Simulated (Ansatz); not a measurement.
C₂H₄ClNOSi (`N[Si]1(Cl)C=C1O`): the same geometry under several functionals.

```yaml
crystal:
  periodic: [false, false, false]
  atoms:
    - {symbol: N, position_ang: [-0.579628, -1.939066, -0.017250]}
    - {symbol: Si, position_ang: [-0.022265, -0.460398, 0.577378]}
    - {symbol: Cl, position_ang: [-0.163212, -0.657990, 2.614258]}
    - {symbol: C, position_ang: [1.154977, 0.608706, -0.217953]}
    - {symbol: C, position_ang: [-0.094468, 1.139935, -0.208583]}
    - {symbol: O, position_ang: [-0.663897, 2.258721, -0.650908]}
    - {symbol: H, position_ang: [-0.640841, -2.135996, -1.000945]}
    - {symbol: H, position_ang: [-1.034010, -2.619215, 0.565794]}
    - {symbol: H, position_ang: [2.120207, 0.936844, -0.590988]}
    - {symbol: H, position_ang: [0.006236, 2.817159, -1.067904]}
basis:
  gaussian: {orbitals: def2-TZVPP}
hamiltonian: {xc: pbe, dispersion: d4}
output: {forces: true, orbitals: {seedname: orbitals}}
```

```sh
$ ansatz run in.yaml --threads 4 --pin off --events-out ev --progress --plain --max-ram 10444MiB
```

Shortened log:

```
Functional definition: PBE
  name "PBE"
  cite "Perdew, Burke & Ernzerhof, Phys. Rev. Lett. 77, 3865 (1996) doi:10.1103/PhysRevLett.77.3865"
  parent pbe
  parameter kappa = 0.804
  parameter beta = 0.06672455060314922
  exchange = pbe_x(kappa = kappa, mu = beta*pi^2/3)
  correlation = pbe_c(beta = beta)
1484 factors; their error is unknown
mean field evaluation 1: about -26045.4512 eV, gradient 9.7e1 eV
mean field evaluation 2: about -25998.9488 eV, gradient 1.6e2 eV
mean field evaluation 4: about -26064.0654 eV, gradient 1.4e1 eV
mean field evaluation 8: about -26064.4866 eV, gradient 2.1e-1 eV
mean field evaluation 16: about -26064.4534 eV, gradient 1.1e-3 eV
mean field -26064.45339639 eV, -957.8509951964 hartree, gradient 3.6e-5 eV, S^2 0.000000; 0 other end points of the search recorded, 0 dependent functions left out
the calculation of the forces begins
reference -26064.45343904 eV, -957.8509967637 hartree; 31, 31 occupied and 233, 233 virtual orbitals, 1484 factors
Total energy: -26064.72109019 eV, -957.8608327618 hartree
Atom 0 at    -0.579628    -1.939066    -0.017250 Å, force     0.054932    -0.068988    -0.029923 eV/Å
Atom 1 at    -0.022265    -0.460398     0.577378 Å, force    -0.041661    -0.047229     0.157836 eV/Å
Atom 2 at    -0.163212    -0.657990     2.614258 Å, force    -0.017773    -0.029346     0.315127 eV/Å
Atom 3 at     1.154977     0.608706    -0.217953 Å, force     0.485949    -0.122190    -0.061345 eV/Å
Atom 4 at    -0.094468     1.139935    -0.208583 Å, force    -0.238944     0.000402     0.053393 eV/Å
Atom 5 at    -0.663897     2.258721    -0.650908 Å, force    -0.633854     0.214306     0.026704 eV/Å
Atom 6 at    -0.640841    -2.135996    -1.000945 Å, force    -0.029782    -0.084157    -0.338075 eV/Å
Atom 7 at    -1.034010    -2.619215     0.565794 Å, force    -0.160338    -0.239224     0.189191 eV/Å
Atom 8 at     2.120207     0.936844    -0.590988 Å, force     0.226287     0.069172    -0.083611 eV/Å
Atom 9 at     0.006236     2.817159    -1.067904 Å, force     0.355183     0.307255    -0.229297 eV/Å
Dipole moment:     0.097610    -0.055258    -0.480446 e Å
```

Run time 2.7 s (4 threads of an Arm Neoverse V2 on a shared host); peak host memory 0.37 GiB.

The same input with `hamiltonian: {xc: {name: wB97X-V}}` and no forces (abridged; 8.5 s):

```
Functional definition: wB97X-V
mean field evaluation 16: about -26075.2637 eV, gradient 1.1e-4 eV
mean field -26075.26371450 eV, -958.2482670595 hartree, gradient 3.6e-5 eV, S^2 0.000000
Total energy: -26075.26371252 eV, -958.2482669866 hartree
```

The same input with `hamiltonian: {xc: {name: B2PLYP}}` and no forces (abridged; 6.5 s):

```
Functional definition: B2PLYP
mean field evaluation 16: about -26059.6161 eV, gradient 9.1e-4 eV
mean field -26059.61613623 eV, -957.6732291642 hartree, gradient 4.8e-6 eV, S^2 0.000000
14 core orbitals not correlated: weight in the atoms' cores, before any rotation towards them, 1.000 or more for the frozen orbitals, at most 0.000 for the correlated occupied ones
second order -35.00057419 eV of doubles, -0.00000000 eV of singles
Total energy: -26069.06647317 eV, -958.0205226411 hartree
```

The same input with `hamiltonian: {xc: {name: wB97M-V}}` (abridged; 13 s):

```
Functional definition: wB97M-V
mean field evaluation 16: about -26077.2559 eV, gradient 2.1e-4 eV
mean field -26077.25585274 eV, -958.3214767895 hartree, gradient 5.6e-5 eV, S^2 0.000000
Total energy: -26077.25590101 eV, -958.3214785632 hartree
Atom 0 force    -0.028931    -0.043962    -0.018799 eV/Å
Atom 1 force     0.058782     0.056159    -0.037173 eV/Å
Atom 2 force    -0.008290    -0.008222     0.050292 eV/Å
Atom 3 force     0.080584     0.013086    -0.021189 eV/Å
Atom 4 force     0.089525    -0.327077     0.137318 eV/Å
Atom 5 force    -0.016075     0.355679    -0.170067 eV/Å
Atom 6 force    -0.004827    -0.010407     0.021184 eV/Å
Atom 7 force     0.006477     0.004980    -0.019033 eV/Å
Atom 8 force    -0.109958     0.006310     0.022182 eV/Å
Atom 9 force    -0.067286    -0.046548     0.035285 eV/Å
Dipole moment:     0.115282    -0.073317    -0.475562 e Å
```
